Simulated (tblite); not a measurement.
Compound: C6H14NPS.
Atom-mapped SMILES: `[CH3:1][N:2]=[P:3]1([CH3:4])[CH2:5][CH2:6][S:7][CH2:8][CH2:9]1` (hydrogens: H10, H11, H12 on C1; H13, H14, H15 on C4; H16, H17 on C5; H18, H19 on C6; H20, H21 on C8; H22, H23 on C9)

Geometry (GFN2-xTB, Å), atoms numbered from 1 in this order:
```xyz
23
C6H14NPS angstrom
C      1.6310   -1.8005   -1.2906
N      0.6760   -1.3998   -0.2790
P      0.4795    0.0190    0.3333
C      1.8504    0.8725    1.2417
C     -0.1666    1.3866   -0.7633
C     -1.4460    0.8778   -1.4003
S     -2.7910    0.7514   -0.1819
C     -2.1295   -0.5950    0.8459
C     -0.8582   -0.1783    1.5613
H      1.5322   -1.2401   -2.2257
H      2.6672   -1.7135   -0.9503
H      1.4349   -2.8523   -1.5062
H      2.6341    1.1316    0.5299
H      2.2555    0.1661    1.9658
H      1.5125    1.7719    1.7494
H      0.5836    1.5926   -1.5343
H     -0.3498    2.3037   -0.2019
H     -1.8150    1.5525   -2.1733
H     -1.2937   -0.1174   -1.8255
H     -1.9330   -1.4523    0.2010
H     -2.9273   -0.8382    1.5482
H     -1.0073    0.7534    2.1132
H     -0.5443   -0.9647    2.2528
```

Level: GFN2-xTB in tblite, geometry and Hessian alike; calculated harmonic values, unscaled, isolated species. This tight-binding method is rough: wavenumbers can miss measured ones by several per cent, in bad cases by 10 to 20. One conformer, not necessarily the lowest.

Harmonic wavenumbers (cm⁻¹): 74.2, 90.4, 105.6, 123.2, 147.8, 171.5, 197.9, 207.9, 241.4, 282.2, 319.1, 340.5, 375.0, 447.7, 606.0, 664.7, 675.4, 688.4, 714.1, 753.8, 797.0, 821.8, 837.3, 857.2, 893.6, 955.1, 1033.3, 1041.6, 1049.6, 1079.7, 1088.0, 1116.0, 1120.5, 1148.1, 1238.7, 1247.6, 1252.5, 1261.9, 1296.3, 1309.3, 1398.9, 1416.5, 1422.6, 1425.7, 1428.4, 1434.0, 1438.9, 1498.1, 1499.3, 2906.8, 2922.1, 2928.0, 2944.5, 2949.0, 2949.8, 2973.3, 2978.0, 2984.0, 2989.5, 2991.0, 2993.5, 2997.4, 3019.9.

A = 1786, B = 856.0, C = 815.8 MHz; mass 163.058 u (most abundant isotopes); point group C1, symmetry number 1.

Problem. What is the zero-point energy?

Solution. ½Σν̃ = 41581 cm⁻¹ = 497.41 kJ/mol.

Problem. What is S at 350 K and 1 bar for an ideal gas of classical rigid rotors and harmonic oscillators?

Solution. Translation 175.72, rotation 127.24, vibration 173.60: S = 476.6 J/(mol K).

Problem. And Cp and H(350 K) − H(0)?

Solution. Cp = 216.96 J/(mol K), of which vibrations give 183.70 (their classical limit is 63 R = 523.8); H(350 K) − H(0) = 44.34 kJ/mol without the zero-point energy, 32.70 from vibrations.

Problem. What must be added to the electronic energy to get the Gibbs energy at 350 K and 1 bar?

Solution. ZPE + [H(350 K) − H(0)] − T·S = 497.41 + 44.34 − 166.80 = 374.95 kJ/mol.

Problem. Blend soft modes into free rotors: weight 1/[1 + (100 cm⁻¹/ν̃)⁴] for the oscillator and the rest for a rotor with moment μB/(μ + B), μ = h/(8π²ν), B = 10⁻⁴⁴ kg m². What vibrational entropy results?

Solution. 165.74 J/(mol K) in place of 173.60, which changes −T·S at 350 K by +2.75 kJ/mol.

Problem. Which modes carry the vibrational entropy at 350 K?

Solution. 74.2 cm⁻¹: 18.22; 90.4 cm⁻¹: 16.59; 105.6 cm⁻¹: 15.32; 123.2 cm⁻¹: 14.06; 147.8 cm⁻¹: 12.58; 171.5 cm⁻¹: 11.39 J/(mol K); the other 57 give 85.44 together.

Hindered rotation and anharmonicity are outside this model. Other conformers, if any are populated, would add a mixing term that is left out. The structure is chiral; the term R ln 2 for an equal mix with its mirror image is left out.
